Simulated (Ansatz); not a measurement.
Species: H₃Ga, SMILES `[GaH3]` (charge 0, multiplicity 1), formula H3Ga.

Question: How many basis functions does frozen-core CCSD(T)/cc-pVTZ // B3LYP-D3(BJ)/def2-TZVP (Ansatz, a quantum-chemistry and plane-wave program) use, how many core orbitals are frozen, and how many electrons are correlated?

Answer: 85 basis functions and 9 frozen orbitals, which leaves 16 correlated electrons (filled d shells below the valence shell are correlated). Core time is of the order of seconds.
